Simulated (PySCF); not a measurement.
**Correlation energy of Fe¹⁰⁺ (iron, charge +10)**

[Ne] 3s2 3p4, high-spin 3P determinant. Calculation: PySCF 2.14, in an even-tempered Gaussian basis (19 s from 0.4 bohr⁻², ratio 2.5; 12 p from 0.52 bohr⁻², ratio 2.5; 5 d from 4.4 bohr⁻², ratio 2.7; 4 f from 6.5 bohr⁻², ratio 2.7); the spin-free X2C one-electron Hamiltonian (Gaussian nucleus). Frozen: 1s2; 14 electrons correlated; the 19 highest virtual orbitals of each spin left out.

```
  level  correlation energy (mhartree)
   CCSD                        -526.77
    (T)                          -3.47
CCSD(T)                        -530.24
```

Diagnostics: T1 = 0.0026, D1 = 0.0113, largest double amplitude 0.036.

Cost of the coupled-cluster step: about 70 core-seconds, for 14 correlated electrons.
